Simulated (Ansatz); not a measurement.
Wavefunction ladder for `B/C=C(/O)OC`

```xyz
13

B     1.902    0.569    1.386
C     1.170   -0.645    0.889
C     0.148   -0.597   -0.001
O    -0.545   -1.700   -0.309
O    -0.206    0.530   -0.622
C    -1.540    0.683   -1.071
H     1.595    1.670    1.027
H     2.805    0.447    2.164
H     1.407   -1.650    1.222
H    -1.086   -1.565   -1.093
H    -1.648    1.736   -1.325
H    -1.742    0.099   -1.977
H    -2.259    0.423   -0.289
```

Total charge 0; spin multiplicity 1. The geometry is a stationary point of PBE0-D4/def2-TZVP. It is one conformer, not always the lowest. Frozen core, restricted reference, Ansatz 0.2.0. CBS rows extrapolate triple and quadruple zeta; past MP2 they add the triple-zeta difference.

| basis | HF (Eh) | MP2 corr. | CCSD corr. | (T) | CCSD(T) total |
| --- | --- | --- | --- | --- | --- |
| def2-TZVPP | -292.16588 | ? | -1.10182 | ? | ? |
| def2-QZVPP | ? | -1.14028 | – | – | – |
| CBS(def2) | -292.18118 | ? | -1.23414 | as TZ | ? |

Problem. Fill in the withheld values. (Best estimate.)

Solution. The calculation gave: def2-TZVPP MP2 corr.: -1.06427; def2-TZVPP (T): -0.04599; def2-TZVPP CCSD(T) total: -293.31369; def2-QZVPP HF (Eh): -292.17933; CBS(def2) MP2 corr.: -1.19659; CBS(def2) CCSD(T) total: -293.46131.
